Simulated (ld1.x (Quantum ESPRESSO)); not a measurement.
# An all-electron radial function and its pseudo partner (chromium)

Columns: radius, all-electron u(r) and pseudo u(r) of the 4p shell (level -1.08 eV) of chromium in the configuration [Ar] 3d5 4s1 4p0; LDA (PZ), scalar-relativistic, TM semilocal scheme, ld1.x (Quantum ESPRESSO) 7.5.

```tsv
r (bohr)	all-electron	pseudo
0.150	0.0933	0.0016
0.300	0.0177	0.0064
0.450	-0.0918	0.0143
0.600	-0.1516	0.0255
0.750	-0.1578	0.0400
0.900	-0.1276	0.0577
1.050	-0.0777	0.0787
1.200	-0.0193	0.1028
1.350	0.0408	0.1299
1.500	0.0987	0.1597
1.650	0.1527	0.1914
1.800	0.2018	0.2244
1.950	0.2458	0.2577
2.100	0.2847	0.2902
2.250	0.3188	0.3209
2.400	0.3483	0.3490
2.550	0.3736	0.3737
2.700	0.3950	0.3950
2.850	0.4129	0.4129
3.000	0.4274	0.4274
3.150	0.4390	0.4390
3.300	0.4479	0.4479
3.450	0.4543	0.4543
3.600	0.4585	0.4585
3.750	0.4608	0.4608
3.900	0.4612	0.4612
```

Task: How many radial nodes do the two functions have?

Result: The all-electron 4p function has n − l − 1 = 2; the pseudo-wave has 0, since the states of the same l below it are removed with the core.

Task: At about which radius was the pseudo-wave matched?

Result: 3.00 bohr. The columns agree to 0.0005 from 2.55 bohr on; several derivatives are matched, so the curves merge somewhat inside the radius.

Task: Is the pseudo-wave norm-conserving?

Result: Yes: the TM semilocal scheme keeps the norm inside the radius equal to the all-electron one, which fixes the energy derivative of the logarithmic derivative at the level.
